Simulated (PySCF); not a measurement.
O2S, charge +1, doublet, geometry from GFN2-xTB (a state made from the parent by changing its charge; the spin is typed, not shown lowest); DF-MP2/3-21G (PySCF).

Here is a job for PySCF.
```python
from pyscf import gto, scf, mp

mol = gto.Mole()
mol.atom = '''
    S     0.011647   -0.003457    0.315727
    O    -0.031562    1.262969   -0.301200
    O     0.008268   -1.256054   -0.330254
'''
mol.basis = '3-21g'
mol.charge = 1
mol.spin = 1
mol.verbose = 3
mol.build()

mf = scf.UHF(mol)
mf = mf.density_fit(auxbasis='def2-universal-jkfit')
mf.kernel()

pt = mp.MP2(mf)
pt.kernel()
print('E(MP2) = %.10f' % pt.e_tot)
mf.analyze()
```

The log (banner, timings and long lists left out):

```
converged SCF energy = -543.808607228033  <S^2> = 0.78866588  2S+1 = 2.0382992
E(DFUMP2) = -544.189063632174  E_corr = -0.380456404140373
E(SCS-DFUMP2) = -544.167508130525  E_corr = -0.358900902491786
E(MP2) = -544.1890636322
**** MO energy ****
                             alpha | beta                alpha | beta
MO #1   energy= -91.9275477912702  | -91.9263675079639  occ= 1 | 1
MO #2   energy= -20.9259755689438  | -20.9070203061876  occ= 1 | 1
MO #3   energy= -20.925873066183   | -20.9069217362443  occ= 1 | 1
MO #4   energy= -9.52428279688306  | -9.52268624953975  occ= 1 | 1
MO #5   energy= -7.19718437469881  | -7.20322679185315  occ= 1 | 1
MO #6   energy= -7.19704237786741  | -7.19079947385453  occ= 1 | 1
MO #7   energy= -7.19050076517105  | -7.18508374293632  occ= 1 | 1
MO #8   energy= -1.93483850582133  | -1.89013908710174  occ= 1 | 1
MO #9   energy= -1.82506740979338  | -1.76601277425464  occ= 1 | 1
MO #10  energy= -1.23033586715553  | -1.14991080446052  occ= 1 | 1
MO #11  energy= -1.06655919087533  | -1.01583077993751  occ= 1 | 1
MO #12  energy= -1.0643557449833   | -1.00191123579739  occ= 1 | 1
MO #13  energy= -1.03089838731681  | -0.94688266959706  occ= 1 | 1
MO #14  energy= -0.905010925463881 | -0.835671792152994 occ= 1 | 1
MO #15  energy= -0.862548333174382 | -0.804898927532373 occ= 1 | 1
MO #16  energy= -0.848829128876437 | -0.377647454092136 occ= 1 | 0
MO #17  energy= -0.327432135044203 | -0.306878513507513 occ= 0 | 0
MO #18  energy= -0.0958435256807046 | -0.0838811689874603 occ= 0 | 0
MO #19  energy= -0.0101474206813186 | 0.0455154231938648 occ= 0 | 0
MO #20  energy= 0.2128322062727    | 0.229608349968056  occ= 0 | 0
MO #21  energy= 0.294547425166816  | 0.296208056592677  occ= 0 | 0
MO #22  energy= 0.324592007020097  | 0.34773300231233   occ= 0 | 0
MO #23  energy= 0.456199432780757  | 0.473756105075352  occ= 0 | 0
MO #24  energy= 1.3721301049177    | 1.38623108163657   occ= 0 | 0

To work with the spin densities directly, `use mulliken_meta_spin()` only printing them here.

 ** Mulliken spin pop alpha/beta on meta-lowdin orthogonal AOs **
 ** Mulliken Spin Density (per atom)  **
spin density of  0 S =      0.12552
spin density of  1 O =      0.43723
spin density of  2 O =      0.43725
 ** Mulliken pop alpha/beta on meta-lowdin orthogonal AOs **
 ** Mulliken atomic charges   ( Nelec_alpha | Nelec_beta ) **
charge of  0S =      1.66555  (     7.22999      7.10447 )
charge of  1O =     -0.33277  (     4.38500      3.94777 )
charge of  2O =     -0.33277  (     4.38501      3.94776 )

WARN: System has nonzero charge 1; the dipole moment is origin-dependent.
Location of origin: [0. 0. 0.]

Dipole moment(X, Y, Z, Debye):  0.06790, -0.02017,  1.84071
```
